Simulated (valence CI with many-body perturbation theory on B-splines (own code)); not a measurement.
**Mo³⁶⁺: electric-dipole lines**

Method: valence CI with perturbative core correlation (CI+MBPT): four valence electrons over a frozen Dirac-Fock core [He], a basis of 11 s, 11 p, 9 d, 7 f, 5 g, 2 h, 1 i functions for each j, with the one-electron correlation potential Σ1 (screened to all orders), the two-electron term Σ2, the three-electron term Σ3, Breit, model QED; selected single and double excitations, second order for the rest (own B-spline code, finite nucleus).

The last digits are not significant, and no measured levels were compared; by estimate large intervals hold to a few tenths of a per cent, small ones and those within an open d or f shell to about a per cent. Among the levels kept, up to 290 cm⁻¹ of a level comes from second order outside the variational space, and about a tenth of that is noise between levels of different J, which matters for small intervals.

Lines 101 to 150 of 229 in falling wavelength, among levels below 26173 × 10³ cm⁻¹, chosen from the strongest by gf and those to the six lowest levels. Wavelengths and rates use the calculated energies. Electric multipoles are in the length gauge, E1 and E2 with the static RPA response of the core. Weak lines are less certain than strong ones. Lines between different terms over intervals too small for the method are left out, as are lines whose strength nearly cancels. Where a level lies close to another of its J and parity, the split of strength between their lines is uncertain. The highest levels of a list are the least certain.

Levels are named by their leading jj configuration (3d3/2^4 stands for four electrons in 3d with j = 3/2), which in mixed levels can hold well under half, so a name can repeat and another be missing. Letters in brackets count levels of one name in rising energy.

```
λ vac (nm)                           Upper                       Lower   A (s⁻¹)  S (a.u.)
    0.4391  (2s 2p1/2 2p3/2 3d5/2) J=1 [a]      (2s 2p1/2 2p3/2^2) J=0  6.08e+13  7.62e-03
    0.4386     (2s 2p1/2 2p3/2 3s) J=2 [a]      (2s 2p1/2^2 2p3/2) J=2  7.00e+12  1.46e-03
    0.4373          (2s^2 2p3/2 3p3/2) J=2      (2s 2p1/2^2 2p3/2) J=2  9.60e+11  1.98e-04
    0.4370  (2s 2p1/2 2p3/2 3d3/2) J=2 [c]  (2s 2p1/2 2p3/2^2) J=1 [b]  2.17e+13  4.47e-03
    0.4370  (2s 2p1/2 2p3/2 3d5/2) J=1 [b]  (2s 2p1/2 2p3/2^2) J=1 [a]  2.03e+13  2.51e-03
    0.4369          (2s 2p1/2^2 3d5/2) J=2      (2s 2p1/2^2 2p3/2) J=1  1.09e+14  2.24e-02
    0.4369             (2s 2p3/2^2 3s) J=3      (2s 2p1/2 2p3/2^2) J=3  1.54e+13  4.45e-03
    0.4360  (2s 2p1/2 2p3/2 3d3/2) J=2 [c]  (2s 2p1/2 2p3/2^2) J=2 [b]  4.17e+13  8.54e-03
    0.4360     (2s 2p1/2 2p3/2 3s) J=1 [a]      (2s 2p1/2^2 2p3/2) J=2  1.67e+12  2.05e-04
    0.4356  (2s 2p1/2 2p3/2 3d5/2) J=1 [b]      (2s 2p1/2 2p3/2^2) J=0  1.64e+13  2.01e-03
    0.4353          (2s^2 2p3/2 3d3/2) J=1          (2s^2 2p3/2^2) J=0  5.01e+12  6.12e-04
    0.4348         (2s 2p1/2 2p3/2 3s) J=3      (2s 2p1/2^2 2p3/2) J=2  2.02e+13  5.75e-03
    0.4346  (2s 2p1/2 2p3/2 3d3/2) J=3 [b]      (2s 2p1/2 2p3/2^2) J=3  2.27e+13  6.43e-03
    0.4346  (2s 2p1/2 2p3/2 3d3/2) J=2 [b]      (2s 2p1/2 2p3/2^2) J=3  1.92e+13  3.90e-03
    0.4345  (2s 2p1/2 2p3/2 3d3/2) J=2 [c]  (2s 2p1/2 2p3/2^2) J=1 [a]  2.05e+13  4.15e-03
    0.4338          (2s 2p1/2^2 3d3/2) J=1      (2s 2p1/2^2 2p3/2) J=2  3.29e+12  3.98e-04
    0.4338             (2s^2 2p3/2 3s) J=2      (2s^2 2p1/2 2p3/2) J=2  2.62e+13  5.28e-03
    0.4338             (2s^2 2p1/2 3s) J=1          (2s^2 2p1/2^2) J=0  5.77e+12  6.98e-04
    0.4336          (2s^2 2p1/2 3d3/2) J=2      (2s^2 2p1/2 2p3/2) J=2  3.14e+12  6.32e-04
    0.4334          (2s 2p1/2^2 3d3/2) J=2      (2s 2p1/2^2 2p3/2) J=2  2.56e+13  5.14e-03
    0.4332             (2s 2p3/2^2 3s) J=3  (2s 2p1/2 2p3/2^2) J=2 [a]  4.74e+13  1.33e-02
    0.4329             (2s^2 2p3/2 3s) J=1      (2s^2 2p1/2 2p3/2) J=2  3.99e+12  4.80e-04
    0.4329  (2s 2p1/2 2p3/2 3d5/2) J=2 [a]  (2s 2p1/2 2p3/2^2) J=2 [a]  7.01e+13  1.40e-02
    0.4327  (2s 2p1/2 2p3/2 3d5/2) J=2 [b]      (2s 2p1/2 2p3/2^2) J=3  1.63e+13  3.26e-03
    0.4326     (2s 2p1/2 2p3/2 3s) J=2 [b]      (2s 2p1/2^2 2p3/2) J=2  1.70e+12  3.40e-04
    0.4324  (2s 2p1/2 2p3/2 3d5/2) J=3 [b]      (2s 2p1/2 2p3/2^2) J=3  5.61e+13  1.57e-02
    0.4324          (2s^2 2p3/2 3d5/2) J=1          (2s^2 2p3/2^2) J=0  1.51e+14  1.81e-02
    0.4321  (2s 2p1/2 2p3/2 3d5/2) J=3 [a]  (2s 2p1/2 2p3/2^2) J=2 [a]  4.10e+13  1.14e-02
    0.4320             (2s^2 2p3/2 3s) J=2      (2s^2 2p1/2 2p3/2) J=1  4.72e+12  9.38e-04
    0.4319  (2s 2p1/2 2p3/2 3d5/2) J=4 [b]      (2s 2p1/2 2p3/2^2) J=3  1.59e+14  5.69e-02
    0.4317          (2s^2 2p1/2 3d3/2) J=2      (2s^2 2p1/2 2p3/2) J=1  1.35e+13  2.67e-03
    0.4316          (2s^2 2p1/2 3d3/2) J=1      (2s^2 2p1/2 2p3/2) J=2  3.05e+12  3.63e-04
    0.4314          (2s^2 2p3/2 3d3/2) J=3          (2s^2 2p3/2^2) J=2  7.17e+12  1.99e-03
    0.4314          (2s 2p1/2^2 3d5/2) J=3      (2s 2p1/2^2 2p3/2) J=2  9.08e+13  2.52e-02
    0.4311             (2s^2 2p3/2 3s) J=1      (2s^2 2p1/2 2p3/2) J=1  1.19e+12  1.41e-04
    0.4309  (2s 2p1/2 2p3/2 3d3/2) J=3 [b]  (2s 2p1/2 2p3/2^2) J=2 [a]  5.53e+13  1.53e-02
    0.4309          (2s^2 2p1/2 3d5/2) J=2      (2s^2 2p1/2 2p3/2) J=2  1.19e+13  2.35e-03
    0.4309          (2s^2 2p3/2 3d3/2) J=1          (2s^2 2p3/2^2) J=2  2.62e+13  3.10e-03
    0.4308          (2s^2 2p1/2 3d5/2) J=3      (2s^2 2p1/2 2p3/2) J=2  1.15e+14  3.17e-02
    0.4307  (2s 2p1/2 2p3/2 3p1/2) J=2 [a]          (2s^2 2p3/2^2) J=2  6.22e+12  1.23e-03
    0.4302          (2s^2 2p3/2 3d5/2) J=2          (2s^2 2p3/2^2) J=2  1.04e+14  2.04e-02
    0.4300  (2s 2p1/2 2p3/2 3d3/2) J=3 [c]      (2s 2p1/2 2p3/2^2) J=3  7.99e+12  2.19e-03
    0.4297          (2s^2 2p1/2 3d3/2) J=1      (2s^2 2p1/2 2p3/2) J=1  2.05e+13  2.41e-03
    0.4296          (2s 2p1/2^2 3d5/2) J=2      (2s 2p1/2^2 2p3/2) J=2  8.56e+11  1.67e-04
    0.4291          (2s^2 2p1/2 3d5/2) J=2      (2s^2 2p1/2 2p3/2) J=1  1.09e+14  2.13e-02
    0.4290  (2s 2p1/2 2p3/2 3d5/2) J=2 [b]  (2s 2p1/2 2p3/2^2) J=2 [a]  8.43e+12  1.64e-03
    0.4288  (2s 2p1/2 2p3/2 3d5/2) J=3 [b]  (2s 2p1/2 2p3/2^2) J=2 [a]  4.55e+13  1.24e-02
    0.4287          (2s^2 2p3/2 3d5/2) J=3          (2s^2 2p3/2^2) J=2  2.12e+14  5.77e-02
    0.4281          (2s^2 2p3/2 3d5/2) J=1          (2s^2 2p3/2^2) J=2  8.79e+12  1.02e-03
    0.4280      (2s 2p1/2 2p3/2 3p1/2) J=3          (2s^2 2p3/2^2) J=2  1.92e+13  5.19e-03
```
